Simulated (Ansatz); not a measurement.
SSn, SMILES [S]=[Sn] (connectivity only; charge and spin as stated), neutral, multiplicity 1.

Coordinates come from a PBE-D3(BJ)/def2-TZVP optimisation. The def2 effective core potentials stand for the cores of Sn; spin–orbit coupling is left out.

Two levels are set side by side: PBE/def2-TZVPD (Ansatz, an electronic-structure program) and CAM-B3LYP/def2-TZVPD (Ansatz). Energy differences of separate SCF runs at the same geometry; the states with an electron removed or added have multiplicity 2 and 2. Differences are taken from unrounded values.

| quantity | CAM-B3LYP | PBE | PBE minus CAM-B3LYP |
|---|---|---|---|
| vertical ionisation energy (eV) | 9.23 | 9.39 | 0.17 |
| vertical electron affinity (eV) | 0.87 | 0.72 | -0.16 |
| vertical singlet–triplet gap (eV) | 2.47 | 2.78 | 0.31 |
